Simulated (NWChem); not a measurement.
Molecule: sulfur tetrafluoride (SF4); SMILES FS(F)(F)F

Results from NWChem. All runs use the structure optimised with PBE0/def2-SVP. Level: PBE0/def2-SVP with SMD (1 M gas to 1 M solution), gas-phase geometry.

For solvent n-hexane:

```yaml
solvation free energy (kcal/mol): -0.7
cavity-dispersion-structure term (kcal/mol): 0.3
```

Q: How do the values read with solvent water instead?

A: 
* **solvation free energy (kcal/mol)**: 1.2
* **cavity-dispersion-structure term (kcal/mol)**: 3.4
